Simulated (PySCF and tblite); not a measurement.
The numbers below are computed, except where a source is named.
C4HFN2O, numbered as in [N:1]#[C:2][C:3]([F:4])([C:5]#[N:6])[CH:7]=[O:8].

The ensemble was built from 60 distance-geometry starts (ETKDG, MMFF94s, GFN2-xTB) and rests on GFN2-xTB geometries. Energies: PBE0-D3(BJ)/pcSseg-1, with GFN2-xTB thermal terms (modes under about 100 cm⁻¹ blended into free rotors). Symmetry numbers and mirror images are counted. Conformers within 2.5 kcal/mol (GFN2-xTB free energy) were kept, 6 at most. Run with PySCF (density fitting) and tblite.

Torsions listed: F4–C3–C7–O8.

| conformer | shape | symmetry | dipole D |
| --- | --- | --- | --- |
| 1 | 179° | Cs | 3.26 |
| 2 | 0° | Cs | 1.52 |

(1) Which of these conformers is the most populated at 298.15 K, and with what share?

(2) Give the DFT energies and free energies relative to the lowest, and all weights.

(3) How does its share change from 250 K to 350 K?

## Answers

(1) Conformer 1, about 63 %. The lead over the next is within the error of the method.

(2) 
```
conformer  shape  E(DFT) kcal/mol  G(298.15 K) kcal/mol  weight %
        1   179°             0.00                  0.00      63.4
        2     0°             0.24                  0.33      36.6
```

(3) From 65 % to 62 %; the mixing entropy goes from 1.28 to 1.32 cal/(mol K).


Conformer gaps in pcSseg-1 on xTB geometries can be 2 kcal/mol off for S=O, P=O and other polar bonds.